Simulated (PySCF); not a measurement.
How methods differ on the electron affinity of Pt

Pt⁻ [Xe] 4f14 5d9 6s2 (2D) → Pt [Xe] 4f14 5d9 6s1 (3D), as a difference of total energies. Computed with PySCF 2.14 in aug-cc-pwCVDZ-PP with ECP60MDF (6s6p5d3f, 70 functions), with a scalar-relativistic core potential. Correlated levels: valence: 5s2 5p6 frozen. The calculations carry no spin-orbit coupling.

| method | electron affinity (eV) |
| --- | --- |
| UHF | 0.440 |
| MP2 (valence) | 1.859 |
| SCS-MP2 (valence) | 1.876 |
| CCSD (valence) | 1.783 |
| CCSD(T) (valence) | 1.932 |

Q: How much does correlation contribute at CCSD(T) (valence)?

A: 1.932 − (0.440) = 1.492 eV, measured against UHF.

The reference lies between the lowest fine-structure levels, while these numbers refer to the centres of the terms.

Errors of the correlated levels include the incompleteness of this basis and the frozen core.

The coupled-cluster amplitudes are large for Pt⁻ (T1 above 0.03 or a double amplitude above 0.15), so a single reference is strained.

For comparison: 2.125 eV (measured; photodetachment measurements, as compiled on the Wikipedia data page of electron affinities).
